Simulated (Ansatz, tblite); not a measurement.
Forces on Pb₃O₇H₈, a hydroxylated oxide cluster at its PBE-D4/def2-SVP geometry. The state is a singlet with charge 0.

In the def2 sets Pb takes a core potential; there is no spin–orbit coupling. The xTB rows come from tblite.

GFN1-xTB (tblite), largest force 1.23 eV/Å:

```xyz
18
positions Å, forces eV/Å
Pb   -1.537   -1.706   -1.350    0.239    0.254    0.400
Pb   -1.866   -0.939    2.078    0.024   -0.052   -0.539
Pb    1.456    1.186   -1.057   -0.445   -0.645    0.092
O    -0.956    1.908    0.121    0.018    1.101    0.365
O    -0.507    0.796    2.296    0.614   -0.186   -0.205
O     2.487   -0.455   -2.225    0.517   -0.503    0.786
O    -2.615   -0.196   -0.005    0.499    0.709    0.069
O    -0.061   -0.232   -2.124    0.819   -0.347   -0.108
O    -0.434   -2.038    0.650    0.425    0.558    0.014
O     1.449   -0.186    0.795    1.229   -0.007   -0.083
H    -0.777    1.561    1.127    0.020   -0.276   -0.459
H    -1.179    2.855    0.181    0.219   -0.783    0.046
H     0.376    0.460    1.946   -0.864    0.368    0.178
H     2.761   -1.155   -1.599   -0.254    0.591   -0.608
H    -2.155    0.692   -0.119   -0.407   -1.077    0.099
H     0.810   -0.671   -2.433   -1.044    0.472    0.351
H     0.395   -1.446    0.654   -0.767   -0.370   -0.096
H     2.354   -0.436    1.063   -0.841    0.195   -0.302
```

GFN2-xTB (tblite), largest force 1.16 eV/Å:

```
Pb 0.077 -0.087 -0.411
Pb -0.284 -0.130 0.478
Pb -0.248 0.125 0.285
O -0.028 0.921 0.379
O 0.944 -0.331 -0.153
O 0.485 -0.706 0.779
O 0.300 1.078 -0.068
O 0.849 -0.588 -0.404
O 0.878 0.430 0.087
O 1.116 -0.126 0.266
H 0.004 -0.042 -0.565
H 0.178 -0.664 -0.016
H -0.904 0.455 0.205
H -0.250 0.614 -0.775
H -0.439 -1.032 0.047
H -1.062 0.369 0.167
H -0.726 -0.426 -0.062
H -0.891 0.140 -0.240
```

PBE0-D4/def2-TZVP (Ansatz), largest force 0.93 eV/Å:

```
Pb 0.375 0.546 0.364
Pb 0.465 0.359 -0.466
Pb 0.015 -0.816 -0.138
O -0.053 0.707 0.608
O 0.239 -0.673 -0.435
O 0.074 -0.264 0.844
O 0.726 0.274 -0.002
O 0.496 -0.464 0.178
O 0.097 0.723 -0.108
O 0.869 0.034 -0.163
H -0.087 0.090 -0.427
H 0.163 -0.715 -0.092
H -0.655 0.246 0.311
H -0.156 0.573 -0.564
H -0.412 -0.757 0.074
H -0.780 0.368 0.230
H -0.623 -0.442 0.002
H -0.754 0.211 -0.218
```
